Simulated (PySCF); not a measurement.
Compound: C6H12FN.
Z-matrix (Å and degrees, GFN2-xTB geometry), rows numbered from 1:
```
F 
C   1  1.3755
C   2  1.5268  1  110.25
C   3  1.5347  2  111.85  1   -68.16
C   4  1.5288  3  111.91  2   -73.32
C   5  1.5324  4  110.06  3   -52.34
N   6  1.4511  5  112.99  4    55.55
C   7  1.4478  6  111.43  5   -56.97
H   2  1.0959  1  106.52  3   120.67
H   2  1.0942  1  106.23  3  -122.42
H   3  1.0956  2  106.85  1    50.68
H   4  1.0925  3  108.41  2   166.64
H   4  1.0920  3  109.42  2    49.22
H   5  1.0908  4  109.59  3  -173.24
H   5  1.0926  4  110.29  3    68.48
H   6  1.0923  5  110.55  4   177.06
H   6  1.0944  5  109.55  4   -63.74
H   7  1.0156  6  109.85  5    65.27
H   8  1.0932  3  110.28  2   -50.65
H   8  1.0946  3  108.52  2  -168.89
```

Computed at PBE0/pcSseg-1 (PySCF, non-relativistic), with Q(14N) = 0.02044 b: N7, 14N (I = 1): χzz = -5.845 MHz, η = 0.052.

(1) Where would the pure quadrupole (NQR) lines of 14N at N7 fall for the rigid, isolated species?

Results:

(1) From ν± = (3/4)|χ|(1 ± η/3) and ν0 = |χ|η/2: ν+ 4.460 MHz, ν− 4.307 MHz, ν0 0.152 MHz (secondary amine nitrogen).

In a crystal, neighbours and librations shift these lines. GFN2-xTB bond lengths can be off by several hundredths of an ångström, more for odd bonds, and the gradients follow them. With so small a basis the couplings can be 20 % off.

One conformer stands for the species.
